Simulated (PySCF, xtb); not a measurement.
octafluoropropane (C3F8), SMILES FC(F)(F)C(F)(F)C(F)(F)F.

GFN2-xTB run with xtb at its own geometry gives an orbital gap of 11.55 eV and a dipole moment of 0.02 D.

The structure is a stationary point at PBE-D3(BJ)/def2-SVP.

### Question
What does ωB97X/def2-SVP (PySCF) give? (Estimate from the structure and the level; the computed values follow.)

### Answer
gap 16.94 eV (levels -13.31 and 3.63 eV), dipole 0.09 D.
